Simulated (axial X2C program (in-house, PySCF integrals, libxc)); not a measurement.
**ClTiCl⁺: the levels of the configuration d1 s0 p(π)0**

Calculated with an axial X2C code built on PySCF integrals: two-component X2C with atomic mean-field Coulomb and Gaunt terms, basis Cl dyall-v3z, Ti dyall-v3z (cores contracted in-house). Orbitals come from Hartree–Fock averaged over the configuration Ti d1 s0 p(π)0; CI then distributes these electrons over the d, s, p(π) shells of Ti.

Cl–Ti–Cl held linear, both bonds 2.199 Å (near the minimum of the configuration average).

Active spinors (ω > 0):

```tsv
shell	ω	ε (eV)	character
d	3/2	-6.31	100% Ti d
d	5/2	-6.29	100% Ti d
d	1/2	-5.95	77% Ti d, 15% Ti s, 8% Cl p
d	1/2	-5.56	90% Ti d, 8% Cl p
d	3/2	-5.55	90% Ti d, 8% Cl p
s	1/2	-3.26	75% Ti s, 17% Ti d
p(π)	1/2	-3.32	85% Ti p, 7% Ti f
p(π)	3/2	-3.29	85% Ti p, 7% Ti f
```

Lowest levels of this model:

```tsv
Ω	energy (cm⁻¹)	g∥	configuration
3/2	0	2.00	100% d1
5/2	227	6.00	100% d1
1/2	10013	0.00	100% d1
3/2	10267	4.00	100% d1
1/2	12588	2.00	100% d1
```

g∥ is the magnitude of 2⟨Lz + ge Sz⟩ for the +Ω component.

Question: From Ω and g∥ of the lowest level, whose 2⟨Lz + ge Sz⟩ is positive, find ⟨Sz⟩ and ⟨Lz⟩ (ge = 2.0023).

Answer: Ω = ⟨Lz⟩ + ⟨Sz⟩ = 3/2 and ⟨Lz⟩ + ge⟨Sz⟩ = 1.000, so ⟨Sz⟩ = -0.50 and ⟨Lz⟩ = 2.00.

Occupations of the active spinors in the lowest level by ω, shell by shell in order of energy: -5/2: 0.00; -3/2: 0.00 0.00 0.00; -1/2: 0.00 0.00 0.00 0.00; 1/2: 0.00 0.00 0.00 0.00; 3/2: 1.00 0.00 0.00; 5/2: 0.00. The leading determinant has weight 1.00 among 3.

This point took 1.7 s on 1 thread of Arm Neoverse V1, with other jobs on the host.

Dynamic correlation is missing, so gaps between terms are too wide and other configurations may lie lower; the lowest level listed is that of this model, not necessarily the ground state. For d shells the ligand-field splittings (σ, π, δ) and their order can be off by a thousand cm⁻¹ or more. At most 6 roots were kept for each Ω > 0 (twice that for Ω = 0) within 3.2 eV of the lowest, so higher up levels can be missing between those listed; levels with Ω > 0 are doubly degenerate and listed once, Ω = 0 levels singly. Some active spinors are only partly of the character that their shell is named for, so the shell names and counts are nominal. States that fill the shells left empty in the average are placed too high. The molecule was held linear; bending was not examined.
